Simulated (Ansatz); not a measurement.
Two isomers of CH9NOSi2: A = `C[SiH](N)[SiH2]O`, B = `CO[SiH](N)[SiH3]`.

Program: Ansatz. Geometries: PBE0-D4/def2-TZVP. ΔE: electronic, gas phase. CBS: MP2 limit from def2 TZ/QZ plus the TZ coupled-cluster correction, frozen cores. Functionals use def2-TZVPP. B3LYP here is the variant with VWN-RPA as its local correlation; programs differ in this. Each species was taken in one conformer, which may not be the lowest.

A:

```xyz
14

C    -1.191   -1.499   -0.282
Si   -0.036   -0.383    0.676
N     1.574   -0.670    0.061
Si   -0.310    1.882    0.113
O     0.647    2.046   -1.231
H    -2.224   -1.342    0.037
H    -1.133   -1.295   -1.353
H    -0.948   -2.553   -0.117
H    -0.193   -0.673    2.136
H     2.352   -0.252    0.552
H     1.816   -1.615   -0.198
H     0.132    2.817    1.190
H    -1.710    2.254   -0.236
H     1.225    1.282   -1.349
```

B:

```xyz
14

C    -0.692    1.793   -0.780
O     0.578    1.194   -0.852
Si    0.876   -0.346   -0.343
N     0.083   -1.598   -1.197
Si    0.222   -0.616    1.899
H    -0.605    2.830   -1.110
H    -1.415    1.283   -1.426
H    -1.084    1.793    0.246
H     2.334   -0.488   -0.564
H    -0.838   -1.919   -0.953
H     0.341   -1.863   -2.133
H     0.998   -1.714    2.537
H     0.426    0.627    2.694
H    -1.224   -0.977    1.980
```

(1) Which is lower in electronic energy at CCSD(T)/CBS, and by how much? (An estimate is asked.)

(2) Give E(B) − E(A) in kcal/mol with PBE0-D4, ωB97M-V, B3LYP-D4, HF/def2-TZVPP, PBE-D4, r2SCAN-D4, CCSD/def2-TZVPP. (Best estimate.)

Largest T1 diagnostic: 0.012.

Results:

(1) Ansatz gave: A, by 17.1 kcal/mol.

(2) Ansatz gave: PBE0-D4 16.9, ωB97M-V 16.8, B3LYP-D4 15.3, HF/def2-TZVPP 12.9, PBE-D4 16.8, r2SCAN-D4 17.0, CCSD/def2-TZVPP 16.0. None reverses the order clearly.

In def2-TZVPP, CCSD(T) changes the Hartree–Fock value by +3.4 kcal/mol (the triples alone add +0.3 kcal/mol) and MP2 by +5.2 kcal/mol.
